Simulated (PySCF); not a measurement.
CH8FN3Si, SMILES N[Si](N)(N)CF.

Geometry optimised at PBE0-D3(BJ)/def2-SVP. The structure was generated by enumeration, and PubChem lists no compound with its InChIKey, so it may never have been made. One conformer was computed; it need not be the lowest.

The numbers are results of PySCF with PBE0/def2-TZVP, not measurements.

Isolated molecule, no solvent.

Problem. Estimate the frontier levels, gap, dipole moment and polarisability. (An estimate is asked for; the answer gives what the named calculation found.)

Solution. 
- highest occupied level = -7.12 eV
- lowest empty level = 0.81 eV
- orbital gap = 7.92 eV
- dipole moment = 1.52 D
- quadrupole, principal values (traceless, Buckingham form, about the centre of nuclear charge) = -5.95, 0.81, 5.15 D·Å
- mean static polarisability = 59.0 bohr³ (8.74 Å³)
- polarisability, principal values = 56.3, 60.1, 60.6 bohr³
